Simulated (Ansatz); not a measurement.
CH₄BFO, SMILES `OCBF`, relaxed with RKS PBE0-D4/def2-TZVP in Ansatz from a GFN2-xTB geometry. The force threshold is 0.005 eV/Å; the program also tests the step.

Charge 0, multiplicity 1.

Start:

```xyz
8

O     0.680   -0.311   -1.407
C    -0.239   -0.444   -0.332
B     0.034    0.413    0.966
F    -0.754    0.231    2.001
H     0.920    0.615   -1.507
H    -0.251   -1.514   -0.096
H    -1.259   -0.221   -0.696
H     0.870    1.231    1.071
```

Task: How much energy does the relaxation release, and in how many steps? (Estimate.)

Result: Computed: 0.03 eV, in 15 steps, 2 of them rejected.

Task: Which bonds change most? (An estimate is asked.)

Result: Ansatz gave: B3–H8 from 1.175 to 1.204 Å; C2–B3 from 1.579 to 1.561 Å; B3–F4 from 1.314 to 1.322 Å; O1–C2 from 1.420 to 1.415 Å.

Task: Give the relaxed structure. (Best estimate.)

Result: Ansatz gave: 
```xyz
8

O     0.652   -0.278   -1.421
C    -0.259   -0.447   -0.352
B     0.020    0.401    0.928
F    -0.728    0.213    2.003
H     0.997    0.617   -1.392
H    -0.258   -1.511   -0.079
H    -1.296   -0.246   -0.677
H     0.872    1.250    0.989
```
